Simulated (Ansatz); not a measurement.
(HMg-mu-F)2 (Mg2H2F2). The state is a singlet with charge 0. Geometry PBE0-D4/def2-TZVP; atoms count from 1.

```xyz
6

Mg    0.029   -1.400   -0.364
H     0.069   -3.037   -0.788
F    -0.144   -0.314    1.199
Mg   -0.031    1.400    0.363
H    -0.061    3.037    0.789
F     0.139    0.314   -1.200
```

(1) Estimate the Mulliken populations from the PBE0/def2-TZVP orbitals of Ansatz.

(2) And the Mayer bond orders between bonded heavy atoms (over 0.3)?

## Answers

(1) 
```json
{"atom": "Mg1", "charge (e)": "0.76"}
{"atom": "H2", "charge (e)": "-0.16"}
{"atom": "F3", "charge (e)": "-0.61"}
{"atom": "Mg4", "charge (e)": "0.76"}
{"atom": "H5", "charge (e)": "-0.16"}
{"atom": "F6", "charge (e)": "-0.61"}
```
Mulliken values and Mayer orders depend strongly on the basis.

(2) Mg1–F3 0.35 (1.91 Å); Mg1–F6 0.35 (1.91 Å); F3–Mg4 0.35 (1.91 Å); Mg4–F6 0.35 (1.91 Å).
